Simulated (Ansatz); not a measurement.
C₂H₆GaN, SMILES `C=[C](N)[GaH2]`, relaxed with RKS PBE0-D4/def2-TZVP in Ansatz from a GFN2-xTB geometry. The force threshold is 0.005 eV/Å; the program also tests the step.

Total charge 0; spin multiplicity 1.

Start:

```xyz
10

C    -0.071    1.473   -0.418
C     0.102    0.255    0.100
N     0.658   -0.007    1.347
Ga   -0.695   -1.373   -0.760
H     0.279    2.380    0.055
H    -0.590    1.579   -1.360
H     1.081   -0.926    1.434
H     1.216    0.730    1.759
H    -0.413   -2.787   -0.080
H    -1.567   -1.324   -2.077
```

| step | energy (eV) | largest force (eV/Å) | largest move (Å) |
| --- | --- | --- | --- |
| 1 | -56028.8538 | 0.880 | 0.000 |
| 2 | -56028.8985 | 0.391 | 0.088 |
| 3 | -56028.9106 | 0.182 | 0.056 |
| 4 (rejected) | -56028.9096 | 0.239 | 0.083 |
| 5 | -56028.9149 | 0.083 | 0.041 |
| 6 | -56028.9161 | 0.050 | 0.070 |
| 7 | -56028.9169 | 0.022 | 0.038 |
| 8 | -56028.9170 | 0.010 | 0.011 |
| 9 | -56028.9170 | 0.010 | 0.009 |
| 10 | -56028.9170 | 0.007 | 0.004 |
| 11 | -56028.9170 | 0.002 | 0.001 |

End:

```xyz
10

C    -0.104    1.382   -0.434
C     0.070    0.187    0.159
N     0.699    0.029    1.378
Ga   -0.691   -1.364   -0.763
H     0.287    2.307   -0.012
H    -0.658    1.464   -1.360
H     1.082   -0.875    1.589
H     1.267    0.795    1.710
H    -0.435   -2.811   -0.198
H    -1.516   -1.114   -2.069
```

It took 33 s on 4 threads of an Arm Neoverse V1 on a shared host, with 0.44 GiB of host memory at the peak.
